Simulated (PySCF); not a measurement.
Pd³¹⁺ (palladium, charge +31) across methods

[Ne] 3s2 3p3, high-spin 4S determinant. All numbers are calculated (PySCF 2.14, scalar relativity by spin-free X2C-1e, in an uncontracted even-tempered set (18 s from 4.7 bohr⁻², ratio 2.5; 12 p from 6.1 bohr⁻², ratio 2.5; 5 d from 26 bohr⁻², ratio 2.7; 4 f from 38 bohr⁻², ratio 2.7)). The B2PLYP total includes its PT2 part (frozen core); its orbital energies are those of the SCF part.

| method | E (hartree) | mean ε 3s α (eV) | mean ε 3s β (eV) | mean ε 3p α (eV) | Σ⟨r²⟩ (bohr²) | ⟨S²⟩ |
| --- | --- | --- | --- | --- | --- | --- |
| UHF | -4316.62354 | -2002.3 | -1954.5 | -1874.0 | 0.7792 | 3.750 |
| B2PLYP | -4317.49 | -1978.3 | -1944.0 | -1858.4 | 0.7786 | 3.750 |
| r2SCAN | -4317.39 | -1957.9 | -1930.8 | -1843.3 | 0.7788 | 3.750 |
| PBE0 | -4317.16 | -1964.2 | -1937.2 | -1848.9 | 0.7783 | 3.750 |
| PBE | -4317.12 | -1951.1 | -1930.6 | -1840.1 | 0.7781 | 3.750 |
| LDA | -4311.93 | -1948.5 | -1930.2 | -1838.9 | 0.7788 | 3.750 |

Q: Estimate the same row for B3LYP.

A: E (hartree) = -4317.38; mean ε 3s α (eV) = -1961.3; mean ε 3s β (eV) = -1936.3; mean ε 3p α (eV) = -1847.2; Σ⟨r²⟩ (bohr²) = 0.7782; ⟨S²⟩ = 3.750.

Spin-orbit coupling is strong in this species (close to jj coupling), so the high-spin LS determinant is a model state, not a physical level.
